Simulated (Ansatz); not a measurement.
The molecule Ag$_{2}$, closed-shell singlet (the spin of the measured ground state). No spin–orbit coupling.

Seven points along R, fitted to fifth degree in 1/R; most abundant isotopes. Runs in def2 and cc sets follow the lowest solution found near the PBE0 minimum. The singlet is held restricted.

Correlated levels freeze the inner cores; with def2 sets outer-core shells near the valence are correlated too. CBS(a, b) extrapolates the correlation energy as X⁻³ and adds the Hartree–Fock energy of set b.

Run with Ansatz (a program for electronic structure). Each number belongs to the level named beside it. In def2 rows elements past Kr take small-core potentials, without spin–orbit coupling.

Quantity: ω_e, from seven points a level.

Costs are ratios of core time to PBE/def2-TZVPP (roughly 11 s), for whole runs (searches for the state included, and forces where a run took them) on one shared machine, so rough; each error counts from the measured 192.4 cm⁻¹ [Huber and Herzberg (1979), NIST Chemistry WebBook].

```tsv
level	basis functions	cost
SVWN5/def2-TZVPP	112	×0.9
B3LYP/def2-TZVPP	112	×0.9
PBE/def2-TZVPP	112	×1
PBE0/def2-TZVPP	112	×1
BHLYP/def2-TZVPP	112	×1
B97M-V/def2-TZVPP	112	×2
B2PLYP/def2-TZVPP	112	×2
wB97X-V/def2-TZVPP	112	×4
wB97M-V/def2-TZVPP	112	×4
CCSD(T)/def2-TZVPP	112	×10
CCSD(T)/def2-QZVPP	176	×30
CCSD(T)/CBS(def2-TZVPP, def2-QZVPP)	-	×40
```

Which is the cheapest listed level whose error stays within 2 cm⁻¹?

CCSD(T)/def2-QZVPP (1 cm⁻¹, cost ×30).

What does the step from CCSD(T)/def2-TZVPP to CCSD(T)/def2-QZVPP cost and buy?

112 to 176 functions, cost ×2 (rough); the error goes from -9 to 1 cm⁻¹.

Each error (cm⁻¹): SVWN5/def2-TZVPP 15; B3LYP/def2-TZVPP -16; PBE/def2-TZVPP -11; PBE0/def2-TZVPP -11; BHLYP/def2-TZVPP -19; B97M-V/def2-TZVPP -19; B2PLYP/def2-TZVPP -8; wB97X-V/def2-TZVPP -3; wB97M-V/def2-TZVPP -5; CCSD(T)/def2-TZVPP -9; CCSD(T)/def2-QZVPP 1; CCSD(T)/CBS(def2-TZVPP, def2-QZVPP) 8.
